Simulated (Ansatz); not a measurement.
The cation of `NBBF` at the neutral geometry.

```yaml
crystal:
  periodic: [false, false, false]
  atoms:
    - {symbol: N, position_ang: [-0.552169, 1.185944, 0.037497]}
    - {symbol: B, position_ang: [0.204450, 0.189220, -0.562017]}
    - {symbol: B, position_ang: [0.417015, -1.266798, 0.315171]}
    - {symbol: F, position_ang: [1.145853, -2.266400, -0.164589]}
    - {symbol: H, position_ang: [-0.740211, 2.080609, -0.385138]}
    - {symbol: H, position_ang: [-0.969962, 1.080381, 0.948713]}
    - {symbol: H, position_ang: [0.655993, 0.417325, -1.650292]}
    - {symbol: H, position_ang: [-0.068867, -1.477282, 1.404956]}
basis:
  gaussian: {orbitals: def2-TZVPP}
total_charge: 1
magnetization: {spin_polarized: true, initial_magnetization: 1}
hamiltonian: {xc: {name: wB97X-V}}
```

```sh
$ ansatz run in.yaml --threads 2 --pin off --events-out ev --progress --plain --max-ram 4352MiB
```

It prints (some lines left out):

```
Functional definition: wB97X-V
885 factors; their error is unknown
233 factors; integrals over basis functions are off by at most 1.1e-5 eV
mean field evaluation 1: about -5606.0231 eV, gradient 5.7e1 eV
mean field evaluation 2: about -5600.2776 eV, gradient 7.2e1 eV
mean field evaluation 4: about -5616.6963 eV, gradient 3.4e0 eV
mean field evaluation 8: about -5616.7458 eV, gradient 1.0e-1 eV
mean field evaluation 16: about -5616.7492 eV, gradient 9.9e-4 eV
mean field -5616.74916229 eV, -206.4117245450 hartree, gradient 2.3e-5 eV, S^2 0.756288; 2 other end points of the search recorded, 0 dependent functions left out
reference -5616.74916053 eV, -206.4117244803 hartree; 15, 14 occupied and 165, 166 virtual orbitals, 885 factors
Total energy: -5616.74916053 eV, -206.4117244803 hartree
```

Run time 14 s (2 threads of an Intel Xeon Platinum 8488C on a shared host); peak host memory 0.51 GiB.
